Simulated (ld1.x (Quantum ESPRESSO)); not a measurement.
Ranking TM potentials for oxygen

All share these settings but for the change named:

- Element: O (Z = 8)
- Generator: ld1.x (Quantum ESPRESSO) 7.5
- Type: norm-conserving Troullier–Martins (Kleinman–Bylander form)
- Functional: PBEsol
- Relativity: non-relativistic
- Frozen core: [He]
- Valence charge: 6
- Reference configuration: 2s2 2p3.5 (charge +0.5)
- Partial waves: 2s (bound): rc 0.90 bohr; 2p (bound): rc 1.45 bohr; 3d channel at -0.05 Ry: rc 1.40 bohr
- Local potential: all-electron potential smoothed inside 0.80 bohr (lloc = -1)
- Core correction: Bessel-smoothed model core, default radius (core density twice the valence density)

Test errors are all-electron minus pseudo excitation energies from the reference, over 2s2 2p4; 2s2 2p3; 2s2 2p2; 2s2 2p4.3; 2s1 2p4; 2s2 2p1; 2s1 2p5. None of these files shows a bound ghost.

The base gives 563.3 meV.

Of 11 variants that were run, those that failed, showed a ghost or another fault, or gave nearly equal values are left out.

A variant can come out equal or close to the base, since the largest error may sit in a test that the change hardly touches while other tests move.

(1) Rank these variants by their largest absolute test error, smallest first.
A. local potential all-electron potential smoothed inside 1.38 bohr (lloc = -1)
B. core correction Bessel-smoothed model core inside 0.34 bohr
C. wave 2p (bound): rc 1.45 bohr becomes 2p (bound): rc 1.28 bohr
D. wave 2s (bound): rc 0.90 bohr becomes 2s (bound): rc 1.20 bohr

## Answers

(1) C (345.4 meV), A (463.4 meV), B (563.4 meV), D (656.8 meV).
